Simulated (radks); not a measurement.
Fractional charge and spin in the 1s shell of helium: the spin-up occupation runs from 0 to 1 and the spin-down occupation from 0 to 1; the fullest corner is He, 1s(up 1, down 1). Calculated with a radial shooting solver on a logarithmic mesh with Libxc functionals: scalar-relativistic Kohn-Sham, PBE, spin-polarised, spherical densities, finite nucleus; Fermi nuclear charge, rms radius of each element as measured or else 0.836 A^(1/3) + 0.57 fm. Energy (eV) minus the two flat planes that join the four corners (they meet along the diagonal where the two added fractions sum to one electron); zero is where a piecewise linear energy would lie.

\begin{tabular}{lrrr}
down \ up & 0 & 0.5 & 1 \\ \hline
0 & 0.000 & -2.864 & 0.000 \\
0.5 & -2.864 & 2.496 & -2.069 \\
1 & 0.000 & -2.069 & 0.000 \\
\end{tabular}

Corners above the fullest one (they belong to He+ and the next ion): (up 1, down 0) 24.468 eV, (up 0, down 1) 24.468 eV, (up 0, down 0) 78.725 eV. With half an added electron in each spin the energy lies 2.496 eV from the planes (fractional-spin error, the static-correlation error of a stretched bond), and with half an added electron in spin up alone -2.864 eV (fractional-charge error). For a frontier s shell over closed shells the exact functional lies on the planes.
